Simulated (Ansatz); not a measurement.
Computed with Ansatz on PBE0-D4/def2-TZVP structures; ΔE is electronic, products minus reactants. CBS: MP2 limit from def2 TZ/QZ plus the TZ coupled-cluster correction, frozen cores. This one scheme is used for every species, atoms too. No spin–orbit coupling; open shells (•) take unrestricted orbitals. Spin–orbit coupling would lower the free atoms: a little for B, C, Si.

`[SiH3]C1BN[SiH2]1` → B• + C• + 8 H• + N• + 2 Si•  (atomization)

| species | CCSD(T)/CBS(def2) energy (Eh) |
| --- | --- |
| `[SiH3]C1BN[SiH2]1` | -700.57819 |
| B• | -24.60433 |
| C• | -37.79194 |
| H• | -0.50000 |
| N• | -54.53257 |
| Si• | -288.94402 |

Work out ΔE.

ΔE = 8 × (-0.50000) + 2 × (-288.94402) + (-24.60433) + (-37.79194) + (-54.53257) − (-700.57819) = 1.76131 Eh = +1105.2 kcal/mol.

Largest T1 diagnostic among the species: 0.014.

From PBE to PBE0 (25 % exact exchange), in def2-TZVPP and without D4, ΔE moves by −7.5 kcal/mol: exact exchange takes away binding that semilocal exchange gives to molecules. The D4 term adds +12.5 kcal/mol with B3LYP and +6.5 kcal/mol with PBE0; it sums over pairs of atoms, weighted by their polarisabilities, and B3LYP, whose exchange is more repulsive, gets the larger term. In def2-TZVPP, CCSD(T) changes the Hartree–Fock value by +245.7 kcal/mol (the triples alone add +13.5 kcal/mol) and MP2 by +255.9 kcal/mol; breaking electron pairs costs correlation energy, which Hartree–Fock lacks.

B3LYP here is the variant with VWN-RPA as its local correlation; programs differ in this.

For atomizations the MP2-based limit and the directly extrapolated one differ by several kJ/mol either way, and by 10 to 25 for some Ge, Se and Sn compounds, so smaller differences from it don't rank the levels.
